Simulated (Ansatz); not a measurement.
Stepwise reaction of `[SiH3][GeH2][SiH3]` with hydrogen chloride, as a gas-phase model of exchange steps in deposition or etching. ΔE in kJ/mol; ΔG adds harmonic PBE0-D4 terms to CCSD(T)/CBS, at 1 bar.

Gas-phase electronic energies from Ansatz, PBE0-D4/def2-TZVP geometries. CCSD(T)/CBS adds triple-zeta CCSD(T) − MP2 to the extrapolated MP2 energy (def2 sets, frozen cores). This one scheme is used for every species. Functionals use def2-TZVPP. B3LYP here is the variant with VWN-RPA as its local correlation; programs differ in this. For Ge outer-core shells are correlated without core-valence functions, which leaves a few kJ/mol of doubt a bond. Scalar relativity is left out up to krypton.

```json
{"step": "1", "reaction": "`[SiH3][GeH2][SiH3]` + HCl → `[SiH3][GeH2][Cl]` + SiH₄", "PBE-D4": "-39.5", "B3LYP-D4": "-52.5", "ωB97M-V": "-53.0", "CCSD(T)/CBS": "-46.2", "ΔG(500 K)": "-42.0"}
```

Task: Give the row of step 2, `[SiH3][GeH2][Cl]` + HCl → `[Cl][GeH2][Cl]` + SiH₄. (Estimate.)

Result: Computed: 
```json
{"step": "2", "reaction": "`[SiH3][GeH2][Cl]` + HCl → `[Cl][GeH2][Cl]` + SiH₄", "PBE-D4": "-46.7", "B3LYP-D4": "-56.6", "ωB97M-V": "-59.4", "CCSD(T)/CBS": "-53.4", "ΔG(500 K)": "-43.3"}
```

Task: By hand: ΔE of the 2 steps together at CCSD(T)/CBS.

Result: (-46.2) + (-53.4) = -99.6 kJ/mol, or -49.8 kJ/mol a step.

In ΔE each step is lower than the one before. All are downhill at CCSD(T)/CBS. ΔG lies between -43.3 and -42.0 kJ/mol a step. PBE-D4 differs from CCSD(T)/CBS by 6.7 to 6.7 kJ/mol a step. Isolated molecules leave out the surface, adducts and barriers. Largest T1 diagnostic: 0.012.
